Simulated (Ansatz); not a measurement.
Molecule: CaCl, net charge 0, doublet state. 
Geometry from a B3LYP-D3(BJ)/def2-TZVP (Ansatz, a quantum-chemistry and plane-wave program) optimisation:
```xyz
2

Ca     0.0000     0.0000    -1.1231
Cl     0.0000     0.0000     1.3213
```
Charge 0, spin multiplicity 2.

Basis-set convergence of Hartree-Fock and MP2 correlation energies (hartree) with Ansatz. Correlated levels leave the core frozen unless marked. UHF or UKS for open shells. No spin-orbit coupling. The frozen core is the preceding noble-gas configuration, with the filled d and f shells of earlier blocks. The outer core of K, Ca and their heavier congeners is not correlated, a term that matters for these elements. Non-relativistic.

```csv
basis,functions,E(HF),"E(corr, MP2)"
def2-SVP,42,-1136.11372,-0.14030
def2-TZVPP,78,-1136.35553,-0.20310
def2-QZVPP,140,-1136.38335,-0.22619
```

Extrapolating the two largest sets (X = 3 and 4) as X^-3: E(corr) = (64·(-0.22619) - 27·(-0.20310))/37 = -0.2430 Eh, an estimate of the basis-set limit. The largest set recovers 93.1 % of it, the smallest 57.7 %.
